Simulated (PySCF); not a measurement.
**Energy of Pt (platinum, neutral) between two integer charges**

The 6s alpha orbital of [Xe] 4f14 5d9 6s1 is emptied in steps (occupation f), with all orbitals relaxed, ending at [Xe] 4f14 5d9. Computed with PySCF 2.14 in def2-SVP with the def2 core potential (60 electrons), with a scalar-relativistic core potential. The exact energy is a straight line in f; departures are measured from the line between the end points of the same method.

```csv
f,UHF (eV)
1,0.000
0.8,0.048
0.6,0.072
0.4,0.072
0.2,0.048
0,0.000
```

```csv
method,E(f=0) − E(f=1) (eV),−ε at f=1 (eV),−ε at f=0.4 (eV)
UHF,7.579,7.885,7.518
```

Orbital energy along the path (eV):

```
  f     UHF
  1  -7.885
0.8  -7.759
0.6  -7.637
0.4  -7.518
0.2  -7.400
  0  -7.282
```

Reference removal energy between the ground levels: 8.959 eV (measured; NIST Atomic Spectra Database, ionization energies). The calculation has no spin-orbit coupling. UHF lacks correlation.
